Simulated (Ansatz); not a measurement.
Basis sets compared for Cd₄Te₂Br₄. Total charge 0; singlet. Geometry r2SCAN-D4/def2-SVP. Ansatz on 6 threads of Intel Xeon on a shared host; times are rough, and most runs start from earlier orbitals.

```xyz
10

Cd    0.582   -2.240    1.021
Cd    1.301   -0.481   -2.052
Cd    1.853    1.184    1.103
Cd   -3.126    1.281   -0.048
Te    2.956   -1.165    0.076
Te   -0.684    0.237    0.010
Br   -5.351    2.222   -0.093
Br    0.910   -0.285   -4.458
Br    2.221    3.279    2.312
Br   -0.661   -4.033    2.128
```

In the def2 sets Cd, Te take a core potential; there is no spin–orbit coupling. The structure comes from a short search, and lower isomers may exist.

Binding counts from free atoms (Cd singlet, Te triplet, Br doublet) in the same basis, without a counterpoise term.

```json
{"level": "PBE-D4/def2-SVP", "functions": "304", "energy (Eh)": "-11501.2072", "HOMO (eV)": "-6.58", "LUMO (eV)": "-3.88", "binding per atom (eV)": "1.81", "wall time": "4.9 s"}
{"level": "PBE0-D4/def2-SVP", "functions": "304", "energy (Eh)": "-11501.5753", "HOMO (eV)": "-7.70", "LUMO (eV)": "-3.26", "binding per atom (eV)": "1.82", "wall time": "14 s"}
```

Question: Estimate the rows for PBE-D4/def2-TZVP (with forces), PBE0-D4/def2-TZVP.

Answer: 
| level | functions | energy (Eh) | HOMO (eV) | LUMO (eV) | binding per atom (eV) | wall time |
| --- | --- | --- | --- | --- | --- | --- |
| PBE-D4/def2-TZVP (with forces) | 452 | -11502.6417 | -6.68 | -3.95 | 1.79 | 10 s |
| PBE0-D4/def2-TZVP | 452 | -11503.0022 | -7.75 | -3.28 | 1.81 | 30 s |
